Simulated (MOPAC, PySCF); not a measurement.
Donor–acceptor adduct: GaH3 (SMILES [GaH3]) (first 4 atoms) with C2H6O (SMILES COC); geometry from B3LYP-D3(BJ)/def2-TZVP, rigid monomers moved along the line of their centres of mass till Ga1···O6 is 3.02 Å.
(charge 0, multiplicity 1):
| atom | x (Å) | y (Å) | z (Å) |
|---|---|---|---|
| Ga | 0.7169 | 0.2403 | 0.9854 |
| H | 1.9781 | -0.6968 | 1.1198 |
| H | -0.6087 | -0.3757 | 0.3769 |
| H | 0.9005 | 1.8057 | 0.9343 |
| C | -1.3217 | 0.9039 | 4.2075 |
| O | -0.2415 | 0.0399 | 3.8458 |
| C | -0.3855 | -1.2835 | 4.3674 |
| H | -1.3914 | 0.9649 | 5.2956 |
| H | -2.2629 | 0.5322 | 3.7938 |
| H | -1.0974 | 1.8830 | 3.7933 |
| H | -0.4462 | -1.2416 | 5.4569 |
| H | 0.4961 | -1.8417 | 4.0647 |
| H | -1.2831 | -1.7581 | 3.9619 |

Counterpoise-corrected where a basis set is named; no monomer relaxation. Rows marked so take none.

Rows in 3-21G, 6-31G*, STO-3G carry no dispersion term and start afresh at each structure (6-31G* with six Cartesian d functions); the Pople sets are all-electron and without relativity. The state that PM7 reach isn't checked; PM7 holds dispersion and hydrogen-bond terms.

Codes used: MOPAC for PM7 (differences of heats of formation); PySCF for 3-21G rows, 6-31G* rows, STO-3G rows. Each number belongs to the level named beside it.

Q: One of these levels gives -13.85 kcal/mol for the interaction energy. Which one is it?
A) HF/STO-3G (no counterpoise)
B) HF/3-21G (no counterpoise)
C) HF/6-31G* (no counterpoise)
D) PM7

A: B, HF/3-21G (no counterpoise). The others give -2.23 (PM7), -7.03 (HF/STO-3G (no counterpoise)), -8.76 (HF/6-31G* (no counterpoise))
